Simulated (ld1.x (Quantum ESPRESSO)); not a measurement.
## gallium (Ga): from the effect back to the setting (RRKJ)

Base potential:

* Element: Ga (Z = 31)
* Generator: ld1.x (Quantum ESPRESSO) 7.5
* Type: norm-conserving RRKJ (Kleinman–Bylander form)
* Functional: BLYP
* Relativity: scalar-relativistic
* Frozen core: [Ar] 3d10
* Valence charge: 3
* Reference configuration: 4s2 4p0.5 (charge +0.5)
* Partial waves: 4s (bound): rc 1.75 bohr; 4p (bound): rc 2.60 bohr; 4d channel at 0.25 Ry: rc 2.55 bohr
* Local potential: all-electron potential smoothed inside 1.50 bohr (lloc = -1)
* Core correction: none
* rho0: 0.01

Cutoffs, loose and tight: the cutoffs (Ry, on a coarse ladder) from which the occupation-weighted sum of valence levels, in a spherical-Bessel basis at the reference potential, stays within 10 and 1 mRy of its value at 400 Ry. They do not see the model core or the augmentation charge, which bear on the density cutoff. Test errors are all-electron minus pseudo excitation energies from the reference, over the configurations 4s2 4p1; 4s2 4p0; 4s1 4p0; 4s0 4p3; 4s2 4p1.3; 4s1 4p1; 4s1 4p2; variants that change the core or the reference have their own tests.

Only the scale of all radii (base = 1) is moved (1 further runs of the sweep failed or gave no value and are left out):

| scale of all radii (base = 1) | cutoff, loose | cutoff, tight | bound ghosts | largest test error (meV) |
| --- | --- | --- | --- | --- |
| 0.88 | 40 Ry | 45 Ry | s | +143 over the solved tests; 5 of 7 tests not solved or not reliable |
| 1 | 35 Ry | 50 Ry | none | +176 |
| 1.26 | 15 Ry | 35 Ry | none | +160 |
| 1.36 | 12 Ry | 30 Ry | none | +156 |

One more run gave cutoff, loose: 30 Ry; cutoff, tight: 40 Ry; bound ghosts: none; largest test error (meV): +169. Which value of the scale of all radii (base = 1) was used?

1.12. The loose cutoff moves one way along this sweep, from 40 Ry at 0.88 to 12 Ry at 1.36, which places the run between 1 and 1.26.
